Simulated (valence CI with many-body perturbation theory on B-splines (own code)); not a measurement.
Results of a calculation; reference values are marked as such.
Fe¹³⁺: what each term of the Hamiltonian does

Level of theory: configuration interaction combined with many-body perturbation theory (CI+MBPT): three valence electrons over a frozen Dirac-Fock core [Ne], radial functions for each j: 11 s, 11 p, 9 d, 7 f, 5 g, 2 h, 1 i, with the one-electron correlation potential Σ1, the two-electron term Σ2, the three-electron term Σ3, Breit, model QED; selected CI, second order for the rest (own B-spline code, finite nucleus).

No measured spectrum was set against this ion. As an estimate, levels of excited configurations hold to 0.05 to 0.15 % of their energy, terms of the ground configuration to about 0.5 %.

Each rung adds one term. CI alone is the Dirac-Coulomb CI over the frozen core; QED comes last and gives the full result, which names the levels. Energies are above 3s2 3p 2P°_1/2 on the same rung, in cm⁻¹.

Names give the largest LS component (configuration and term), which can be under half, so a name can repeat, a term be missing and a line seem to break the LS rules; names also repeat where a configuration has a term twice.

```tsv
Level	CI alone	+ Σ1	+ Σ2	+ Σ3	+ Breit	Full
3s2 3p 2P°_3/2	19196	19306	19344	19346	18819	18863
3s 3p2 4P_1/2	224700	224012	225287	225387	225611	225017
3s 3p2 4P_3/2	232540	231903	233216	233318	233299	232726
3s 3p2 4P_5/2	242402	241817	243120	243220	242875	242325
3s 3p2 2D_3/2	300149	299587	299953	300029	299780	299276
3s 3p2 2D_5/2	302486	301954	302347	302425	302004	301509
3s 3p2 2S_1/2	367920	367378	365542	365470	365524	364938
3s 3p2 2P_1/2	393412	392907	389648	389605	389375	388797
3s 3p2 2P_3/2	402030	401546	397804	397774	397393	396820
3s2 3d 2D_3/2	478117	477565	474394	474159	473267	473212
3s2 3d 2D_5/2	480237	479752	476617	476379	475241	475197
3p3 2D°_3/2	578177	576936	577290	577504	577425	576407
3p3 2D°_5/2	582051	580843	581381	581605	581245	580253
3p3 4S°_3/2	593725	592486	590215	590315	590353	589175
3s 3p 3d 4F°_3/2	643359	642080	642769	642768	642272	641670
3p3 2P°_1/2	646226	645094	643668	643729	643557	642498
3s 3p 3d 4F°_5/2	647587	646347	647056	647054	646343	645760
3p3 2P°_3/2	649754	648661	647410	647476	647043	646024
3s 3p 3d 4F°_7/2	653728	652544	653257	653255	652264	651697
```

Problem. How does the ionisation energy move along the ladder, and which term matters most?

Solution. CI alone 391.86, + Σ1 392.56, + Σ2 392.36, + Σ3 392.33, + Breit 392.16, + QED 392.17 eV. The largest step is Σ1, 0.70 eV. NIST lists 392.2 ± 0.7 eV (semi-empirical).
